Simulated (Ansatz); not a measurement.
Job for Ansatz (a program for electronic structure): R-CCSD(T)/cc-pV(T+d)Z on BFH2S2 (SMILES FB(S)S), a point of a torsion scan. Files ending in .json are basis or fitting sets from the Basis Set Exchange.

Ansatz 0.2 input:
```yaml
crystal:
  periodic: [false, false, false]
  atoms:
    - {symbol: F, position_ang: [-0.85191722, -1.81774480, 0.27339077]}
    - {symbol: B, position_ang: [-0.33565426, -0.64066060, -0.03986696]}
    - {symbol: S, position_ang: [1.44314198, -0.55271675, -0.38737086]}
    - {symbol: S, position_ang: [-1.39117817, 0.80420382, 0.09368161]}
    - {symbol: H, position_ang: [1.75871740, -1.66194848, 0.26697738]}
    - {symbol: H, position_ang: [-0.47595078, 1.70999133, -0.23048949]}
basis:
  gaussian:
    orbitals: cc-pV_T+d_Z.json
magnetization: {spin_polarized: false}
correlation: {method: ccsd_t, electrons: outside_noble_gas}
scf: {lower_state_search: off}
```

The log:

```
WARN ansatz: RAYON_NUM_THREADS=1 ignored (pool sized by the plan → 1); use --threads N
Functional definition: HF
these checks for a lower state are left out or cut short: stability, starts, cluster_reference, orbital_swaps, neighbouring_geometries, increment
integrals: 0.47 GiB planned
983 factors; integrals over basis functions are off by at most 9.4e-4 eV
mean field: 0.45 GiB planned
mean field evaluation 1: about -25047.3310 eV, gradient 2.7e1 eV
mean field evaluation 2: about -25047.5478 eV, gradient 2.8e1 eV
mean field evaluation 4: about -25049.5091 eV, gradient 3.2e0 eV
mean field evaluation 8: about -25049.5637 eV, gradient 2.4e-1 eV
mean field -25049.56407153 eV, -920.5545004244 hartree, gradient 3.6e-6 eV, S^2 0.000000; 0 other end points of the search recorded, 0 dependent functions left out
12 core orbitals not correlated
reference -25049.56407153 eV, -920.5545004244 hartree; 12, 12 occupied and 142, 142 virtual orbitals, 983 factors
second order -19.02041038 eV of doubles, -0.00000000 eV of singles
coupled cluster: 1.34 GiB planned
cycle   1  -19.50068372 eV  change   -4.8e-1 eV  update   9.7e-2
cycle   2  -19.94412096 eV  change   -4.4e-1 eV  update   2.9e-2
cycle   3  -20.04418803 eV  change   -1.0e-1 eV  update   1.5e-2
cycle   4  -20.03439249 eV  change    9.8e-3 eV  update   3.8e-3
cycle   5  -20.03142002 eV  change    3.0e-3 eV  update   1.6e-3
cycle   6  -20.03170049 eV  change   -2.8e-4 eV  update   5.4e-4
cycle   7  -20.03136521 eV  change    3.4e-4 eV  update   1.7e-4
cycle   8  -20.03136813 eV  change   -2.9e-6 eV  update   6.0e-5
cycle   9  -20.03139971 eV  change   -3.2e-5 eV  update   2.6e-5
cycle  10  -20.03139565 eV  change    4.1e-6 eV  update   9.3e-6
perturbative correction -0.83439717 eV, -0.0306635303 hartree
Total energy: -25070.42986435 eV, -921.3213041670 hartree
Checks for a lower state left out: stability, starts, cluster_reference, orbital_swaps, neighbouring_geometries, increment
```

The calculation finished and met its thresholds.

Cost: about 25 core-seconds (a rough figure).
